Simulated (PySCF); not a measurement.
Species: C7H8F (doublet state).
Numbering: `[F:1][C@H:2]1[C@@H:3]2[CH:4][C@H:5]3[C@@H:6]2[CH2:7][C@@H:8]13` (hydrogens: H9 on C2; H10 on C3; H11 on C4; H12 on C5; H13 on C6; H14, H15 on C7; H16 on C8)

Cartesian coordinates in Å at the GFN2-xTB level; atoms count from 1:
```xyz
16
C7H8F angstrom
F      0.1736    1.6622    1.7271
C      0.2914    0.3641    1.2903
C     -0.9957   -0.2332    0.6972
C     -0.4813   -1.6189    0.4090
C      0.3760   -0.9941   -0.6302
C     -0.7457    0.0761   -0.8164
C      0.3144    1.1602   -0.9305
C      1.1118    0.2368    0.0022
H      0.6743   -0.2091    2.1393
H     -1.9309   -0.0261    1.2033
H     -1.0899   -2.4887    0.2478
H      0.8680   -1.5325   -1.4304
H     -1.5759   -0.0442   -1.5012
H      0.7314    1.2113   -1.9334
H      0.0785    2.1555   -0.5613
H      2.1923    0.2897    0.0757
```

The hyperfine couplings belong to this conformer and change with its torsions.

Method used: UKS B3LYP, pcH-1 on C F H, non-relativistic, mean-field spin-orbit, GIAO (PySCF 2.14.0). Isolated species at its GFN2-xTB geometry, gas phase. A GFN2-xTB geometry isn't a minimum of the functional, and hyperfine couplings can be far from their values at a DFT geometry.

How many α and β electrons are there, and what is ⟨S²⟩ of the pure spin state?

Nα = 30, Nβ = 29 (59 in all), and S(S+1) = 0.75 for S = 1/2.

Mulliken spin populations, one withheld:

```csv
atom,bound to,population
F1,C2,+0.0034
C2,"F1, C3, C8, H9",+0.0203
C3,"C2, C4, C6, H10",-0.0446
C4,"C3, C5, H11",+0.9725
C5,"C4, C6, C8, H12",-0.0453
C6,"C5, C7, C3, H13",?
C7,"C6, C8, H14, H15",+0.0234
C8,"C7, C2, C5, H16",+0.0326
H9,C2,+0.0026
H10,C3,+0.0015
H11,C4,-0.0303
H12,C5,-0.0004
H13,C6,+0.0033
H14,C7,+0.0006
H15,C7,0.0000
H16,C8,+0.0004
```

Fill in the missing population.

1 − (0.9400) gives +0.060, since all populations sum to 2S.

Sum the populations by element and by sign.

Carbon +1.02, fluorine 0.00, hydrogen -0.02. The positive populations sum to 1.12, the negative ones to -0.12.

With ⟨S²⟩ = 0.7534, find the sum of squared α–β overlaps and estimate the admixture of higher spin.

Σ|⟨iα|jβ⟩|² over occupied orbitals = Nβ − [⟨S²⟩ − S(S+1)] = 29 − 0.0034 = 28.9966. If the quartet state (S + 1) were the only admixture, its weight would be 0.0034/(2S + 2) = 0.11 %. For Kohn–Sham this describes the determinant of the orbitals, not the true wave function.

What Fermi-contact NMR shifts do the couplings of C2, C3, C5, C7, C8, H9, H10 imply at 298 K (Curie law, g = gₑ)?

δ = a_FC·h·gₑ μB S(S+1)/(3 g_N μN kT), with k/h = 20836.6 MHz/K:

| nuclei | isotope | a_FC (MHz) | g_N | contact shift (ppm) |
| --- | --- | --- | --- | --- |
| C2 | 13C | 40.06 | 1.4048 | +4221 |
| C3 | 13C | -16.61 | 1.4048 | -1750 |
| C5 | 13C | -21.43 | 1.4048 | -2258 |
| C7 | 13C | 15.54 | 1.4048 | +1637 |
| C8 | 13C | 29.69 | 1.4048 | +3129 |
| H9 | 1H | -0.45 | 5.5857 | -12 |
| H10 | 1H | 3.16 | 5.5857 | +84 |

The sign follows the spin density at the nucleus: positive density means a positive shift.

On Arm Neoverse V2, one thread, shared host, this took 61 s wall (with the writing of density and orbital grids) and 1.0 GiB of memory at its peak.
